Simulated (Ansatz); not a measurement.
The cluster Li₄Al₂⁻, relaxed as a doublet with UKS r2SCAN-D4/def2-TZVPD in Ansatz, starting from the r2SCAN-D4/def2-TZVP geometry of the neutral singlet. Force threshold 0.02 eV/Å.

The relaxed charge -1 doublet is spin-contaminated (final ⟨S²⟩ up to 0.89, 0.75 for a pure state). The highest occupied level of the relaxed charge -1 doublet lies above zero (up to 0.40 eV). By energy differences its removal costs 0.80 eV (each at its own geometry, to the charge 0 singlet, at PBE0-D4/def2-TZVPD). The relaxation made no stability test and no search for a lower SCF solution. The structure comes from a short search, and lower isomers may exist.

Start:

```xyz
6

Al    0.771   -0.190    0.175
Al   -1.143   -1.138   -1.092
Li    0.136    1.143   -1.956
Li   -0.768   -2.195    1.264
Li   -1.675    0.853    0.694
Li    2.679    1.527    0.915
```

(1) Estimate the energy that the relaxation releases and the steps that it takes.

(2) Does the start keep its bonding?

(3) Predict the relaxed structure.

Answers

(1) 0.20 eV, in 10 steps; 26 s on 4 threads of Intel Xeon 6975P-C on a shared host. No frequencies were taken in this run, so the end may be a saddle point.

(2) Bonds formed: Li3–Li6 (atoms count from 1).

(3) 
Cartesian coordinates in Å:
```
Al 0.8766 -0.5928 0.3187
Al -1.1165 -1.0669 -1.1643
Li 0.4240 1.1311 -1.7437
Li -1.0628 -2.2248 1.2078
Li -1.2382 0.9219 0.7968
Li 2.1168 1.8316 0.5847
```
Bond lengths (bridged metal pairs left out): 7 × Al–Li 2.64 to 2.80 Å; 2 × Li–Li 2.96 to 3.04 Å; 1 × Al–Al 2.53 Å.
